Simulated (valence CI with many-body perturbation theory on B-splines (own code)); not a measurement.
The numbers below are computed, except where a source is named.
**Energy levels of Ce35+**

Level of theory: relativistic CI+MBPT: five valence electrons over a frozen Dirac-Fock core [Ar], a basis of 7 s, 7 p, 8 d, 6 f, 4 g, 1 h functions for each j, with the one-electron correlation potential Σ1, the two-electron term Σ2, the three-electron term Σ3, Breit, model QED; selected CI, second order for the rest (own B-spline code, finite nucleus).

No measured spectrum was set against this ion. As an estimate, large intervals hold to a few tenths of a per cent, small ones and those within an open d or f shell to about a per cent. Only levels of the ground parity were solved; by the run's estimate the other parity begins above the list, which can be wrong where configurations are misplaced.

Levels 1 to 37 of 37, with energies above the lowest level, (3d3/2^4 3d5/2) J=5/2. "Leading %" is the weight of the configuration and term that name the level; weights of strongly mixed levels are sums over their largest components and can fall short. In the jj column 3d3/2^4 stands for four electrons in 3d with j = 3/2.

| No. | Configuration | Term | J | E (cm⁻¹) | Leading % | g | Leading jj | Second component |
| --- | --- | --- | --- | --- | --- | --- | --- | --- |
| 1 | 3d5 | 6S | 5/2 | 0 | 35 | 1.564 | 3d3/2^4 3d5/2 (74 %) | 31 % 3d5 4P |
| 2 | 3d5 | 6S | 5/2 | 119140 | 34 | 1.245 | 3d3/2^3 3d5/2^2 (64 %) | 25 % 3d5 2F |
| 3 | 3d5 | 4G | 7/2 | 189390 | 42 | 1.142 | 3d3/2^3 3d5/2^2 (97 %) | 22 % 3d5 2F |
| 4 | 3d5 | 4D | 3/2 | 195700 | 41 | 1.255 | 3d3/2^3 3d5/2^2 (95 %) | 36 % 3d5 4P |
| 5 | 3d5 | 4G | 11/2 | 199110 | 47 | 1.141 | 3d3/2^3 3d5/2^2 (94 %) | 35 % 3d5 2H |
| 6 | 3d5 | 4G | 9/2 | 221880 | 48 | 1.149 | 3d3/2^3 3d5/2^2 (86 %) | 19 % 3d5 4F |
| 7 | 3d5 | 4D | 5/2 | 231360 | 38 | 1.142 | 3d3/2^3 3d5/2^2 (74 %) | 20 % 3d5 4G |
| 8 | 3d5 | 4P | 1/2 | 241120 | 57 | 1.872 | 3d3/2^3 3d5/2^2 (76 %) | 23 % 3d5 4D |
| 9 | 3d5 | 2F | 7/2 | 270520 | 34 | 1.121 | 3d3/2^3 3d5/2^2 (88 %) | 27 % 3d5 4F |
| 10 | 3d5 | 2D | 5/2 | 304500 | 35 | 1.218 | 3d3/2^2 3d5/2^3 (65 %) | 19 % 3d5 4G |
| 11 | 3d5 | 2D | 3/2 | 330040 | 53 | 0.803 | 3d3/2^3 3d5/2^2 (63 %) | 22 % 3d5 4F |
| 12 | 3d5 | 4D | 7/2 | 338660 | 49 | 1.208 | 3d3/2^2 3d5/2^3 (93 %) | 34 % 3d5 4G |
| 13 | 3d5 | 2I | 11/2 | 345030 | 56 | 1.065 | 3d3/2^2 3d5/2^3 (95 %) | 40 % 3d5 4G |
| 14 | 3d5 | 4G | 9/2 | 359030 | 46 | 1.143 | 3d3/2^2 3d5/2^3 (86 %) | 42 % 3d5 2G |
| 15 | 3d5 | 4D | 1/2 | 369040 | 75 | 0.597 | 3d3/2^2 3d5/2^3 (93 %) | 16 % 3d5 4P |
| 16 | 3d5 | 2I | 13/2 | 375020 | 100 | 1.071 | 3d3/2^2 3d5/2^3 (100 %) |  |
| 17 | 3d5 | 4P | 3/2 | 378560 | 51 | 1.188 | 3d3/2^2 3d5/2^3 (91 %) | 33 % 3d5 4F |
| 18 | 3d5 | 2F | 5/2 | 392610 | 40 | 1.016 | 3d3/2^2 3d5/2^3 (88 %) | 23 % 3d5 4D |
| 19 | 3d5 | 2H | 9/2 | 423430 | 53 | 1.101 | 3d3/2^2 3d5/2^3 (100 %) | 46 % 3d5 4F |
| 20 | 3d5 | 2G | 7/2 | 437680 | 61 | 0.987 | 3d3/2^2 3d5/2^3 (98 %) | 34 % 3d5 2F |
| 21 | 3d5 | 4F | 5/2 | 445440 | 57 | 1.034 | 3d3/2^2 3d5/2^3 (92 %) | 22 % 3d5 2D |
| 22 | 3d5 | 2D | 3/2 | 464190 | 85 | 0.796 | 3d3/2^2 3d5/2^3 (62 %) | 10 % 3d5 4F |
| 23 | 3d5 | 2F | 7/2 | 481210 | 47 | 1.053 | 3d3/2^2 3d5/2^3 (83 %) | 38 % 3d5 2G |
| 24 | 3d5 | 2S | 1/2 | 485970 | 51 | 1.851 | 3d3/2^2 3d5/2^3 (59 %) | 25 % 3d5 4P |
| 25 | 3d5 | 4P | 5/2 | 508950 | 34 | 1.215 | 3d3/2 3d5/2^4 (84 %) | 28 % 3d5 2F |
| 26 | 3d5 | 2G | 9/2 | 525800 | 64 | 1.105 | 3d3/2^2 3d5/2^3 (80 %) | 19 % 3d5 2H |
| 27 | 3d5 | 4F | 7/2 | 557260 | 36 | 1.190 | 3d3/2 3d5/2^4 (96 %) | 27 % 3d5 2F |
| 28 | 3d5 | 2H | 11/2 | 569250 | 60 | 1.063 | 3d3/2 3d5/2^4 (98 %) | 27 % 3d5 2I |
| 29 | 3d5 | 2D | 3/2 | 582280 | 50 | 0.891 | 3d3/2 3d5/2^4 (85 %) | 23 % 3d5 4D |
| 30 | 3d5 | 2D | 5/2 | 607530 | 64 | 1.122 | 3d3/2 3d5/2^4 (60 %) | 25 % 3d5 2F |
| 31 | 3d5 | 2G | 9/2 | 623980 | 76 | 1.108 | 3d3/2 3d5/2^4 (78 %) | 10 % 3d5 2H |
| 32 | 3d5 | 2P | 3/2 | 631480 | 77 | 1.201 | 3d3/2^2 3d5/2^3 (87 %) | 19 % 3d5 2D |
| 33 | 3d5 | 2D | 5/2 | 649690 | 64 | 1.111 | 3d3/2^2 3d5/2^3 (45 %) | 22 % 3d5 2F |
| 34 | 3d5 | 2G | 7/2 | 663430 | 67 | 0.971 | 3d3/2 3d5/2^4 (89 %) | 26 % 3d5 2F |
| 35 | 3d5 | 2P | 1/2 | 728630 | 73 | 0.993 | 3d3/2 3d5/2^4 (74 %) | 22 % 3d5 2S |
| 36 | 3d5 | 2D | 5/2 | 801460 | 65 | 1.159 | 3d5/2^5 (68 %) | 14 % 3d5 2F |
| 37 | 3d5 | 2D | 3/2 | 805800 | 76 | 0.887 | 3d3/2 3d5/2^4 (87 %) | 20 % 3d5 2P |

The ionisation energy to 3d4 3P_0 of the next ion comes out as 2378.4 eV (NIST: 2378 ± 5 eV (theoretical)). All 37 levels together are meant to be complete up to 838280 cm⁻¹.
